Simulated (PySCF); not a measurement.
## How methods differ on the excitation energy of Mo(2+)

Mo(2+) [Kr] 4d4 (5D) → Mo(2+) [Kr] 4d3 5s1 (5F), as a difference of total energies. All numbers are calculated (PySCF 2.14, a scalar-relativistic core potential, in aug-cc-pwCVTZ-PP with ECP28MDF (8s8p7d4f3g, 122 functions)). Correlated levels: valence: 4s2 4p6 frozen; valence and next inner shell: nothing frozen outside the core potential. The calculations carry no spin-orbit coupling.

```tsv
method	excitation energy (eV)
UHF	3.888
LDA	3.644
PBE	3.701
PBE0	3.908
r2SCAN	3.649
wB97X-V	3.980
TPSS	3.697
LC-wPBE	4.110
MP2 (valence)	4.076
SCS-MP2 (valence)	3.951
MP2 (valence and next inner shell)	3.997
SCS-MP2 (valence and next inner shell)	3.948
```

Task: How much does correlation contribute at MP2 (valence and next inner shell)?

Result: 3.997 − (3.888) = 0.109 eV, measured against UHF.
